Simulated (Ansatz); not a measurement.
Saddle point of BH$_{2}$SBrF$_{2}$, closed shell (BBrF₂ ([F][B]([F])[Br]) + H₂S → BHSF₂ ([F][B]([F])[SH]) + HBr; bonds formed: B1–S6, Br2–H5; bonds broken: B1–Br2, H5–S6), PBE0-D4/def2-TZVP structure:

```xyz
7
angstrom
B -0.6483 -0.4202 -0.1317
Br 1.1791 -0.2772 -1.6429
F -1.5803 0.3912 -0.6049
F -0.8849 -1.7159 -0.0130
H 1.3495 0.1494 -0.0018
S 0.4275 0.2939 1.3412
H 0.1573 1.5786 1.0531
```

Energies are electronic, without zero-point energy. Barriers and step energies count from the start structure reached by relaxing down the imaginary mode; all methods use the PBE0-D4 structures, on which another method's saddle can fall below an end. Program: Ansatz 0.2.0. Basis: def2-TZVPP, with def2-QZVPP for the basis limit. Cores are frozen in the correlated methods. Filled d shells of the heavier atoms are correlated. The def2 sets are not built for correlating such inner shells, so the correlated values are less sure here. B3LYP uses VWN-RPA correlation. Extrapolation: Hartree–Fock as exp(−7.88 √X), correlation as X^−2.97.

```csv
method,barrier (eV),step energy (eV)
SPW92,0.312,0.062
PBE-D4,0.588,0.048
BLYP-D4,0.801,0.058
r2SCAN-D4,0.719,0.088
B97M-V,0.961,0.059
PBE0-D4,0.768,0.068
B3LYP-D4,0.934,0.073
r2SCAN0-D4,0.848,0.099
BHLYP-D4,?,0.104
CAM-B3LYP-D4,?,0.072
wB97X-V,1.032,0.102
wB97M-V,1.007,0.125
B2PLYP,1.000,0.059
PBE-QIDH,?,0.085
RPA on PBE,1.061,0.111
HF,1.702,0.086
MP2,0.967,0.110
CCSD,1.202,0.099
CCSD(T),1.069,0.098
```

(1) Fill in the withheld barriers. (An estimate is asked for; the value comes from the calculation.)

The T1 diagnostic stays at or below 0.012.

## Answers

(1) Computed: PBE-QIDH 0.918; CAM-B3LYP-D4 1.031; BHLYP-D4 1.158 eV. Each is the energy of the saddle less that of the start structure, by the same method.

For comparison, the barrier by CCSD(T) at an estimated basis limit (MP2 extrapolated from triple and quadruple zeta, plus CCSD(T) − MP2 in triple zeta) is 1.012 eV.

Labels in which every atom is bracketed show which atoms are joined, not bond orders.

For scale, one of the runs: CCSD(T)/def2-TZVPP, 211 basis functions, launched by `ansatz run in.yaml --threads 4 --pin off --events-out ev --progress --plain --max-ram 9574MiB`. Hardware: 4 CPU threads of an Arm Neoverse V2, shared host. Wall time 2.1 min; peak host memory 3.1 GiB.
